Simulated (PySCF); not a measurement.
# Core-level binding energies of `[BH3-][N+]#CCCF`

C₃H₇BFN.
Cartesian coordinates in Å at the PBE0-D3(BJ)/def2-SVP level; atoms count from 1:
```xyz
13
C3H7BFN angstrom
B      2.715   -0.565    0.083
N      1.299   -0.085   -0.241
C      0.233    0.275   -0.483
C     -1.125    0.699   -0.758
C     -2.156   -0.050    0.085
F     -3.391    0.418   -0.249
H      2.615   -1.766    0.295
H      3.387   -0.314   -0.908
H      3.066    0.067    1.070
H     -1.338    0.541   -1.827
H     -1.206    1.781   -0.565
H     -1.976    0.120    1.159
H     -2.107   -1.133   -0.114
```

Level of theory: delta-SCF UKS SCAN, pcX-2 on the ionised atom, pcseg-1 elsewhere, spin-free X2C (PySCF 2.14.0). Binding energies are ΔSCF values: E(core-ionised, relaxed orbitals) − E(ground state) at a fixed geometry, referred to the vacuum level.

Question: List the computed XPS lines with their assignment.

Answer: 
```
atom(s)              bonded to  level  binding energy (eV)  above the level's lowest (eV)  count
     F6                      C   F 1s               693.59                           0.00      1
     N2  C (triple bond) and B   N 1s               407.08                           0.00      1
     C5           F, C and 2 H   C 1s               294.39                          +1.29      1
     C4            2 C and 2 H   C 1s               293.31                          +0.21      1
     C3  N (triple bond) and C   C 1s               293.10                           0.00      1
     B1              N and 3 H   B 1s               194.06                           0.00      1
```

Lowest listed C 1s: C3, bonded to N (triple bond) and C. Highest, 1.29 eV above it: C5, bonded to F, C and 2 H. The widest gap between neighbouring values is 1.08 eV, between 293.31 and 294.39 eV. Summing the Pauling electronegativity differences to the bonded atoms, each weighted by its formal bond order, gives +1.47 for the lowest site and +0.73 for the highest; the largest sum, +1.47, belongs to C3, 1.29 eV below the top. The smallest sum, -0.70, belongs to C4, 0.21 eV above the lowest.

Question: Which effective nuclear charge Zeff reproduces each element's mean 1s value in the hydrogen-like formula E = 13.606 eV × Zeff²?

Answer: B (Z = 5): mean 194.1 eV, Zeff = 3.78, Z − Zeff = 1.22; C (Z = 6): mean 293.6 eV, Zeff = 4.65, Z − Zeff = 1.35; N (Z = 7): mean 407.1 eV, Zeff = 5.47, Z − Zeff = 1.53; F (Z = 9): mean 693.6 eV, Zeff = 7.14, Z − Zeff = 1.86. Means run over the listed sites, weighted by atom count.

Geometry: PBE0-D3(BJ)/def2-SVP, one conformer, isolated molecule.

Time: 37 s of wall time; peak memory 0.51 GiB. Hardware: Arm Neoverse V1, one thread, no GPU, on a shared host.
